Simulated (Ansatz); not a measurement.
Mulliken charges of C2HFSSe, SMILES `FC1SC1=[Se]` from PBE/def2-TZVPP in Ansatz (PBE0-D4/def2-TZVP geometry).

```csv
atom,x (Å),y (Å),z (Å),charge (e)
F1,-1.386,0.564,0.843,-0.137
C2,-0.433,-0.279,0.409,0.146
S3,1.265,-0.017,1.012,0.020
C4,0.556,0.213,-0.532,-0.072
Se5,0.827,0.760,-2.162,-0.060
H6,-0.787,-1.305,0.383,0.104
```

Problem. By hand: the dipole of these point charges (1 e Å = 4.8032 D).

Solution. Σ q r = (-0.020, -0.315, 0.172) e Å, of length 0.359 e Å = 1.72 D.

Problem. How does the dipole of the full density compare? (Estimate.)

Solution. Ansatz gave: (0.004, -0.310, 0.256) e Å, 1.93 D; the point charges give 0.89 times that, at 12° from its direction.

Point charges leave out the atoms' own dipoles, such as those of lone pairs, and Mulliken's split depends on the basis, so the close match here is no proof of good charges.
